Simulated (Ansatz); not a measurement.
Ansatz (a first-principles code) input (B3LYP/6-31G*):

Ansatz 0.2 input:
```yaml
crystal:
  periodic: [false, false, false]
  atoms:
    - {symbol: Al, position_ang: [-0.00000000, -0.00000000, -0.59204666]}
    - {symbol: O, position_ang: [-0.00000000, -0.00000000, -2.19844239]}
    - {symbol: Cl, position_ang: [0.00000000, 0.00000000, 1.48730268]}
basis:
  gaussian:
    orbitals: 6-31G*
hamiltonian:
  xc: {name: B3LYP}
phonons: {temperatures: {t_min: 298.15, t_max: 298.15, t_step: 100}}
```

Output:

```
Functional definition: B3LYP
integrals: 0.01 GiB planned
493 factors; integrals over basis functions are off by at most 3.1e-4 eV
mean field: 0.13 GiB planned
mean field evaluation 1: about -21156.7275 eV, gradient 7.1e1 eV
mean field evaluation 2: about -20992.4572 eV, gradient 1.8e2 eV
mean field evaluation 4: about -21166.4713 eV, gradient 2.1e1 eV
mean field evaluation 8: about -21167.6160 eV, gradient 4.9e-1 eV
mean field evaluation 16: about -21167.6213 eV, gradient 1.7e-5 eV
mean field -21167.62127698 eV, -777.8957340000 hartree, gradient 1.7e-5 eV, S^2 0.000000; 0 other end points of the search recorded, 0 dependent functions left out
the calculation of the forces begins
reference -21167.62148571 eV, -777.8957416706 hartree; 19, 19 occupied and 34, 34 virtual orbitals, 493 factors
these checks for a lower state are left out or cut short: stability, starts, cluster_reference, orbital_swaps, neighbouring_geometries, increment
integrals: 0.01 GiB planned
493 factors; integrals over basis functions are off by at most 3.1e-4 eV
mean field: 0.13 GiB planned
mean field -21167.62127220 eV, -777.8957338243 hartree, gradient 9.8e-7 eV, S^2 0.000000; 0 other end points of the search recorded, 0 dependent functions left out
the calculation of the forces begins
reference -21167.62148093 eV, -777.8957414949 hartree; 19, 19 occupied and 34, 34 virtual orbitals, 493 factors
these checks for a lower state are left out or cut short: stability, starts, cluster_reference, orbital_swaps, neighbouring_geometries, increment
integrals: 0.01 GiB planned
493 factors; integrals over basis functions are off by at most 3.1e-4 eV
mean field: 0.13 GiB planned
mean field -21167.62127220 eV, -777.8957338243 hartree, gradient 9.8e-7 eV, S^2 0.000000; 0 other end points of the search recorded, 0 dependent functions left out
the calculation of the forces begins
reference -21167.62148093 eV, -777.8957414949 hartree; 19, 19 occupied and 34, 34 virtual orbitals, 493 factors
these checks for a lower state are left out or cut short: stability, starts, cluster_reference, orbital_swaps, neighbouring_geometries, increment
integrals: 0.01 GiB planned
493 factors; integrals over basis functions are off by at most 3.1e-4 eV
mean field: 0.13 GiB planned
mean field evaluation 32: about -21167.6165 eV, gradient 9.1e-2 eV
mean field -21167.62127220 eV, -777.8957338243 hartree, gradient 9.8e-7 eV, S^2 0.000000; 0 other end points of the search recorded, 0 dependent functions left out
the calculation of the forces begins
reference -21167.62148093 eV, -777.8957414949 hartree; 19, 19 occupied and 34, 34 virtual orbitals, 493 factors
these checks for a lower state are left out or cut short: stability, starts, cluster_reference, orbital_swaps, neighbouring_geometries, increment
integrals: 0.01 GiB planned
493 factors; integrals over basis functions are off by at most 3.1e-4 eV
mean field: 0.13 GiB planned
mean field -21167.62127220 eV, -777.8957338243 hartree, gradient 9.8e-7 eV, S^2 0.000000; 0 other end points of the search recorded, 0 dependent functions left out
the calculation of the forces begins
reference -21167.62148093 eV, -777.8957414949 hartree; 19, 19 occupied and 34, 34 virtual orbitals, 493 factors
these checks for a lower state are left out or cut short: stability, starts, cluster_reference, orbital_swaps, neighbouring_geometries, increment
integrals: 0.01 GiB planned
493 factors; integrals over basis functions are off by at most 3.1e-4 eV
mean field: 0.13 GiB planned
mean field -21167.62108787 eV, -777.8957270505 hartree, gradient 2.0e-6 eV, S^2 0.000000; 0 other end points of the search recorded, 0 dependent functions left out
the calculation of the forces begins
reference -21167.62129664 eV, -777.8957347225 hartree; 19, 19 occupied and 34, 34 virtual orbitals, 493 factors
these checks for a lower state are left out or cut short: stability, starts, cluster_reference, orbital_swaps, neighbouring_geometries, increment
integrals: 0.01 GiB planned
493 factors; integrals over basis functions are off by at most 3.2e-4 eV
mean field: 0.13 GiB planned
mean field -21167.62108647 eV, -777.8957269990 hartree, gradient 8.1e-7 eV, S^2 0.000000; 0 other end points of the search recorded, 0 dependent functions left out
the calculation of the forces begins
reference -21167.62129516 eV, -777.8957346683 hartree; 19, 19 occupied and 34, 34 virtual orbitals, 493 factors
these checks for a lower state are left out or cut short: stability, starts, cluster_reference, orbital_swaps, neighbouring_geometries, increment
integrals: 0.01 GiB planned
493 factors; integrals over basis functions are off by at most 3.1e-4 eV
mean field: 0.13 GiB planned
mean field evaluation 64: about -21167.6213 eV, gradient 2.3e-6 eV
mean field -21167.62127546 eV, -777.8957339440 hartree, gradient 2.4e-6 eV, S^2 0.000000; 0 other end points of the search recorded, 0 dependent functions left out
the calculation of the forces begins
reference -21167.62148419 eV, -777.8957416146 hartree; 19, 19 occupied and 34, 34 virtual orbitals, 493 factors
these checks for a lower state are left out or cut short: stability, starts, cluster_reference, orbital_swaps, neighbouring_geometries, increment
integrals: 0.01 GiB planned
493 factors; integrals over basis functions are off by at most 3.1e-4 eV
mean field: 0.13 GiB planned
mean field -21167.62127546 eV, -777.8957339440 hartree, gradient 2.4e-6 eV, S^2 0.000000; 0 other end points of the search recorded, 0 dependent functions left out
the calculation of the forces begins
reference -21167.62148419 eV, -777.8957416146 hartree; 19, 19 occupied and 34, 34 virtual orbitals, 493 factors
these checks for a lower state are left out or cut short: stability, starts, cluster_reference, orbital_swaps, neighbouring_geometries, increment
integrals: 0.01 GiB planned
493 factors; integrals over basis functions are off by at most 3.1e-4 eV
mean field: 0.13 GiB planned
mean field -21167.62127546 eV, -777.8957339440 hartree, gradient 2.4e-6 eV, S^2 0.000000; 0 other end points of the search recorded, 0 dependent functions left out
the calculation of the forces begins
reference -21167.62148419 eV, -777.8957416146 hartree; 19, 19 occupied and 34, 34 virtual orbitals, 493 factors
these checks for a lower state are left out or cut short: stability, starts, cluster_reference, orbital_swaps, neighbouring_geometries, increment
integrals: 0.01 GiB planned
493 factors; integrals over basis functions are off by at most 3.1e-4 eV
mean field: 0.13 GiB planned
mean field -21167.62127546 eV, -777.8957339440 hartree, gradient 2.4e-6 eV, S^2 0.000000; 0 other end points of the search recorded, 0 dependent functions left out
the calculation of the forces begins
reference -21167.62148419 eV, -777.8957416146 hartree; 19, 19 occupied and 34, 34 virtual orbitals, 493 factors
these checks for a lower state are left out or cut short: stability, starts, cluster_reference, orbital_swaps, neighbouring_geometries, increment
integrals: 0.01 GiB planned
493 factors; integrals over basis functions are off by at most 3.1e-4 eV
mean field: 0.13 GiB planned
mean field -21167.62114066 eV, -777.8957289905 hartree, gradient 2.2e-6 eV, S^2 0.000000; 0 other end points of the search recorded, 0 dependent functions left out
the calculation of the forces begins
reference -21167.62134937 eV, -777.8957366601 hartree; 19, 19 occupied and 34, 34 virtual orbitals, 493 factors
these checks for a lower state are left out or cut short: stability, starts, cluster_reference, orbital_swaps, neighbouring_geometries, increment
integrals: 0.01 GiB planned
493 factors; integrals over basis functions are off by at most 3.2e-4 eV
mean field: 0.13 GiB planned
mean field evaluation 96: about -21167.6211 eV, gradient 1.2e-1 eV
mean field -21167.62114216 eV, -777.8957290455 hartree, gradient 2.0e-6 eV, S^2 0.000000; 0 other end points of the search recorded, 0 dependent functions left out
the calculation of the forces begins
reference -21167.62135091 eV, -777.8957367170 hartree; 19, 19 occupied and 34, 34 virtual orbitals, 493 factors
these checks for a lower state are left out or cut short: stability, starts, cluster_reference, orbital_swaps, neighbouring_geometries, increment
integrals: 0.01 GiB planned
493 factors; integrals over basis functions are off by at most 3.1e-4 eV
mean field: 0.13 GiB planned
mean field -21167.62127607 eV, -777.8957339666 hartree, gradient 9.4e-7 eV, S^2 0.000000; 0 other end points of the search recorded, 0 dependent functions left out
the calculation of the forces begins
reference -21167.62148480 eV, -777.8957416372 hartree; 19, 19 occupied and 34, 34 virtual orbitals, 493 factors
these checks for a lower state are left out or cut short: stability, starts, cluster_reference, orbital_swaps, neighbouring_geometries, increment
integrals: 0.01 GiB planned
493 factors; integrals over basis functions are off by at most 3.1e-4 eV
mean field: 0.13 GiB planned
mean field -21167.62127607 eV, -777.8957339666 hartree, gradient 9.4e-7 eV, S^2 0.000000; 0 other end points of the search recorded, 0 dependent functions left out
the calculation of the forces begins
reference -21167.62148480 eV, -777.8957416372 hartree; 19, 19 occupied and 34, 34 virtual orbitals, 493 factors
these checks for a lower state are left out or cut short: stability, starts, cluster_reference, orbital_swaps, neighbouring_geometries, increment
integrals: 0.01 GiB planned
493 factors; integrals over basis functions are off by at most 3.1e-4 eV
mean field: 0.13 GiB planned
mean field -21167.62127607 eV, -777.8957339666 hartree, gradient 9.4e-7 eV, S^2 0.000000; 0 other end points of the search recorded, 0 dependent functions left out
the calculation of the forces begins
reference -21167.62148480 eV, -777.8957416372 hartree; 19, 19 occupied and 34, 34 virtual orbitals, 493 factors
these checks for a lower state are left out or cut short: stability, starts, cluster_reference, orbital_swaps, neighbouring_geometries, increment
integrals: 0.01 GiB planned
493 factors; integrals over basis functions are off by at most 3.1e-4 eV
mean field: 0.13 GiB planned
mean field evaluation 128: about -21167.6213 eV, gradient 9.4e-7 eV
mean field -21167.62127607 eV, -777.8957339666 hartree, gradient 9.4e-7 eV, S^2 0.000000; 0 other end points of the search recorded, 0 dependent functions left out
the calculation of the forces begins
reference -21167.62148480 eV, -777.8957416372 hartree; 19, 19 occupied and 34, 34 virtual orbitals, 493 factors
these checks for a lower state are left out or cut short: stability, starts, cluster_reference, orbital_swaps, neighbouring_geometries, increment
integrals: 0.01 GiB planned
493 factors; integrals over basis functions are off by at most 3.2e-4 eV
mean field: 0.13 GiB planned
mean field -21167.62122249 eV, -777.8957319977 hartree, gradient 1.3e-6 eV, S^2 0.000000; 0 other end points of the search recorded, 0 dependent functions left out
the calculation of the forces begins
reference -21167.62143121 eV, -777.8957396678 hartree; 19, 19 occupied and 34, 34 virtual orbitals, 493 factors
these checks for a lower state are left out or cut short: stability, starts, cluster_reference, orbital_swaps, neighbouring_geometries, increment
integrals: 0.01 GiB planned
493 factors; integrals over basis functions are off by at most 3.1e-4 eV
mean field: 0.13 GiB planned
mean field -21167.62122241 eV, -777.8957319946 hartree, gradient 1.3e-6 eV, S^2 0.000000; 0 other end points of the search recorded, 0 dependent functions left out
the calculation of the forces begins
reference -21167.62143115 eV, -777.8957396656 hartree; 19, 19 occupied and 34, 34 virtual orbitals, 493 factors
Total energy: -21167.62148571 eV, -777.8957416706 hartree
Atom 0 at    -0.000000    -0.000000    -0.592047 Å, force    -0.000000    -0.000000     0.000150 eV/Å
Atom 1 at    -0.000000    -0.000000    -2.198442 Å, force     0.000000     0.000000    -0.000088 eV/Å
Atom 2 at     0.000000     0.000000     1.487303 Å, force     0.000000     0.000000    -0.000063 eV/Å
Dipole moment:     0.000000     0.000000     0.648962 e Å
Vibrations: 161.01 161.01 478.18 1120.50 cm⁻¹, zero-point energy 0.119068 eV
```

The blocks after the first are displaced geometries, from whose forces the wavenumbers follow.
